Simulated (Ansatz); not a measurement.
```yaml
crystal:
  periodic: [false, false, false]
  atoms:
    - {symbol: O, position_ang: [-1.248001, 0.719153, -0.167214]}
    - {symbol: Si, position_ang: [-0.686015, 0.320098, -0.859577]}
    - {symbol: Si, position_ang: [0.500580, -0.443326, -0.424381]}
    - {symbol: Al, position_ang: [0.767692, -0.465176, 1.208926]}
    - {symbol: Cl, position_ang: [1.375481, 0.582508, 0.171713]}
    - {symbol: H, position_ang: [-1.280943, 0.747126, 0.469380]}
    - {symbol: H, position_ang: [-1.534500, -0.455333, -1.102410]}
    - {symbol: H, position_ang: [-0.600257, 0.726076, -1.507771]}
    - {symbol: H, position_ang: [1.159216, -1.006273, -0.882147]}
    - {symbol: H, position_ang: [1.578433, -0.748701, 1.579758]}
    - {symbol: H, position_ang: [-0.028727, 0.115056, 1.603037]}
basis:
  gaussian: {orbitals: STO-3G, nuclear_model: gaussian}
hamiltonian: {xc: {name: PBEsol}, dispersion: d3bj}
output: {forces: true}
```

```sh
$ ansatz run in.yaml --threads 4 --pin off --events-out ev --progress --plain --max-ram 10444MiB
```

Output, abridged:

```
Functional definition: PBEsol
543 factors; integrals over basis functions are off by at most 5.0e-5 eV
mean field evaluation 1: about -36379.0218 eV, gradient 3.2e1 eV
mean field evaluation 2: about -36380.5660 eV, gradient 2.3e1 eV
mean field evaluation 4: about -36382.1067 eV, gradient 4.7e-1 eV
mean field evaluation 8: about -36382.0781 eV, gradient 7.5e-3 eV
mean field -36382.07810644 eV, -1337.0167097532 hartree, gradient 2.4e-5 eV, S^2 0.000000; 0 other end points of the search recorded, 0 dependent functions left out
reference -36382.07812694 eV, -1337.0167105066 hartree; 36, 36 occupied and 11, 11 virtual orbitals, 543 factors
Total energy: -36382.25023843 eV, -1337.0230354875 hartree
Atom 0 at    -1.248001     0.719153    -0.167214 Å, force   -94.759710    75.695269    70.627677 eV/Å
Atom 1 at    -0.686015     0.320098    -0.859577 Å, force    51.277594   -85.305028   -77.792999 eV/Å
Atom 2 at     0.500580    -0.443326    -0.424381 Å, force   -11.717257   -48.019681   -17.544325 eV/Å
Atom 3 at     0.767692    -0.465176     1.208926 Å, force   -24.466332   -20.175946    20.183718 eV/Å
Atom 4 at     1.375481     0.582508     0.171713 Å, force    48.263128    62.992495     2.897668 eV/Å
Atom 5 at    -1.280943     0.747126     0.469380 Å, force    -8.830262     6.006535    68.538113 eV/Å
Atom 6 at    -1.534500    -0.455333    -1.102410 Å, force    -8.257812   -12.294994    -7.430357 eV/Å
Atom 7 at    -0.600257     0.726076    -1.507771 Å, force    10.367689    44.349144   -71.812684 eV/Å
Atom 8 at     1.159216    -1.006273    -0.882147 Å, force    21.524259   -21.277265   -16.758224 eV/Å
Atom 9 at     1.578433    -0.748701     1.579758 Å, force    35.049679   -14.616792    18.173190 eV/Å
Atom 10 at    -0.028727     0.115056     1.603037 Å, force   -18.450976    12.646265    10.918223 eV/Å
Dipole moment:     0.035209     0.039148     0.308111 e Å
```

(1) What is wrong with this run?

Answers

(1) The geometry is squeezed to about two thirds of its size. Self-consistency was reached. The result belongs to that input, not to the molecule as meant.
